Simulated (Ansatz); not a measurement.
Reaction (ligand exchange at the Al–N bond): `[NH2][AlH][NH2]` + `BS` → `B[S][AlH][NH2]` + NH₃

Program: Ansatz. Geometries: PBE0-D4/def2-TZVP. ΔE: electronic, gas phase. CCSD(T)/CBS adds triple-zeta CCSD(T) − MP2 to the extrapolated MP2 energy (def2 sets, frozen cores). This one scheme is used for every species. Functionals use def2-TZVPP. Each species was taken in one conformer, which may not be the lowest.

| species | PBE0-D4 energy (Eh) |
| --- | --- |
| `[NH2][AlH][NH2]` | -354.82857 |
| `BS` | -424.69639 |
| `B[S][AlH][NH2]` | -723.01604 |
| NH₃ | -56.51608 |

Question: Work out ΔE.

Answer: ΔE = (-723.01604) + (-56.51608) − (-354.82857) − (-424.69639) = -0.00716 Eh = -4.5 kcal/mol. CCSD(T)/CBS gives -3.7 kcal/mol.

Question: What do rigid-rotor, harmonic-oscillator terms from PBE0-D4/def2-TZVP frequencies (298.15 K, 1 bar) make of the CCSD(T)/CBS value? (Best estimate.)

Answer: The calculation gave: ΔZPE = +1.4 kcal/mol, ΔH = -1.8 kcal/mol, ΔS = -3 J/(mol·K), ΔG = -1.5 kcal/mol. Modes under 50 cm⁻¹ make the entropy rough.

Largest T1 diagnostic among the species: 0.015.

Leaving LDA and LC-ωPBE aside and taking each functional with its dispersion term where it has one, the values, not all of them listed here, spread over 3.2 kcal/mol, from HSE06-D4 to CAM-B3LYP-D4. LDA lies +0.8 kcal/mol from PBE without D4. The D4 term adds −1.3 kcal/mol with B3LYP and −0.7 kcal/mol with PBE0; it sums over pairs of atoms, weighted by their polarisabilities, and B3LYP, whose exchange is more repulsive, gets the larger term. At CCSD(T), def2-SVP lies +1.3 kcal/mol from the extrapolated value and def2-TZVPP +0.5 kcal/mol.

B3LYP here is the variant with VWN-RPA as its local correlation; programs differ in this.
